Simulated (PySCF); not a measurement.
Structure problem from calculated spectra and properties.

Formula: C6H2F4.

- 13C NMR: chemical shifts (computed TMS as zero) by class: 164.0 (1 C), 159.6 (2 C), 144.2 (1 C), 105.1 (2 C) ppm [GIAO PBE0/pcSseg-1]
- UV, strongest line: among the 10 lowest singlet transitions: S6 at 7.17 eV (173 nm, f = 0.588) [TDDFT CAM-B3LYP/def2-SVPD]
- Dipole: 1.47 D [CAM-B3LYP/def2-SVPD]
- 1H NMR: chemical shifts (computed TMS as zero) by class: 6.76 (2 H) ppm [GIAO PBE0/pcSseg-1]
- Rotational structure: rotational constants A, B, C: 1.763, 1.245, 0.730 GHz [PBE0-D3(BJ)/def2-SVP]
- Triplet: lowest triplet excitation (Tamm–Dancoff): 4.08 eV [TDA CAM-B3LYP/def2-SVPD]

The electronic properties come from PySCF, for the isolated species, density fitting. Levels stand in brackets. Geometry: PBE0-D3(BJ)/def2-SVP; no solvent, vibrations or thermal averaging. NMR values are class means; diastereotopic atoms form classes of their own.

**Question.** Give a SMILES that accounts for the data.

**Answer.** Numbering: `[F:1][c:2]1[cH:3][c:4]([F:5])[c:6]([F:7])[c:8]([F:9])[cH:10]1`. Its formula, C6H2F4, gives 4 degrees of unsaturation: 1 ring and 3 π bonds in the structure found (Kekulé form). 6 carbons fall into 4 classes; from least to most shielded: aromatic C–F carbon [C2] (164.0 ppm), aromatic C–F carbon [C4/C8] (159.6 ppm, 2 C), aromatic C–F carbon [C6] (144.2 ppm), aromatic CH carbon [C3/C10] (105.1 ppm, 2 C). All hydrogens form one class (6.76 ppm): aromatic hydrogen. The optimised geometry has point group C2v and is an asymmetric top. Structure: `c1c(F)c(F)c(F)cc1F`. Computed isomers that give other values at the same levels: `Fc1cc(F)c(F)cc1F` (rotational constant A: 2.287 GHz; this holds for the one conformer computed); `Fc1ccc(F)c(F)c1F` (rotational constant A: 2.100 GHz; this holds for the one conformer computed). The assignments are read from this structure; whether some other isomer fits the data as well wasn't checked.
